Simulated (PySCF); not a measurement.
# TDDFT excited states: C2H5N3SSi2

Compound: C₂H₅N₃SSi₂.
InChI=1S/C2H5N3SSi2/c3-1-7-8(5,6)2-4/h6H,5,7H2/t8-/m1/s1

Level of theory: PySCF, TDDFT CAM-B3LYP/def2-SVPD, vertical, gas phase, core orbitals frozen in the response. The structure is a single GFN2-xTB conformer in the gas phase; no vibrational or solvent corrections. Torsions of this conformer, `[N:1]#[C:2][SiH2:3][Si@:4]([NH2:5])([SH:6])[C:7]#[N:8]`: C2–Si3–Si4–N5 -29°, H–N5–Si4–Si3 -167°, H–N5–Si4–Si3 45°, H–S6–Si4–Si3 69°.

List the vertical singlet excitations with oscillator strengths and describe the spectrum.

```csv
state,E (eV),E (hartree),f,"main configurations (H = HOMO, L = LUMO)"
S1,5.64,0.2071,0.041,H→L (92%)
S2,6.08,0.2235,0.010,H→L+1 (78%)
S3,6.25,0.2295,0.019,"H→L+2 (40%), H-1→L (10%), H→L+3 (9%)"
S4,6.33,0.2326,0.014,H-1→L (73%)
S5,6.56,0.2411,0.0017,H-1→L+1 (83%)
S6,6.73,0.2475,0.041,H-2→L (65%)
S7,6.97,0.2563,0.032,"H-2→L+1 (28%), H→L+3 (11%), H→L+4 (9%)"
S8,7.05,0.2590,0.101,"H→L+2 (31%), H→L+3 (29%)"
```

Triplets (Tamm–Dancoff): T1 5.15 eV, H→L (85%); T2 5.71 eV, H→L+1 (70%), H-2→L+1 (10%); T3 5.77 eV, H-1→L (22%).

The lowest singlet comes at 220 nm (544 kJ/mol) in the ultraviolet; it is of moderate strength; its leading configuration is HOMO→LUMO (92%). The most intense listed level is S8 at 7.05 eV (176 nm, f = 0.101), 1.41 eV above S1. It is the last of those listed, so stronger ones may follow. Löwdin shares by element: HOMO sulfur 70%, silicon 14%, hydrogen 6% or more; LUMO silicon 43%, sulfur 13%, carbon 10% or more (atoms not listed hold the other 34%). Weighted by f, the mean energy of these states is 6.63 eV. Orbital energies (eV): HOMO-3 -11.55, HOMO-2 -10.78, HOMO-1 -10.17, HOMO -9.43, LUMO -0.71, LUMO+1 -0.39, LUMO+2 0.12. The listed states span 1.41 eV, and the widest gap between neighbours is 0.45 eV (S1 to S2). The window holds the lowest 8 singlets.
